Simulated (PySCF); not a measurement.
Isomers of C3H4Si. All species are isolated molecules in the gas phase. Strings in code marks are SMILES.

Method: PySCF with PBE-D3(BJ)/def2-TZVP // B3LYP-D3(BJ)/def2-TZVP. 

```tsv
species	dipole moment (D)	LUMO (eV)
`C(=C=[SiH2])=C`	(withheld)	-2.82
`[SiH2]=C1C=C1`	3.67	-2.18
`C=[si]1cc1`	2.09	-1.93
`C#C[SiH]=C`	1.06	-2.42
`C(C=[SiH2])#C`	1.32	(withheld)
```

Question: What belongs in the gaps?

Answer: 
- `C(=C=[SiH2])=C`, dipole moment (D): 0.64
- `C(C=[SiH2])#C`, LUMO (eV): -2.65
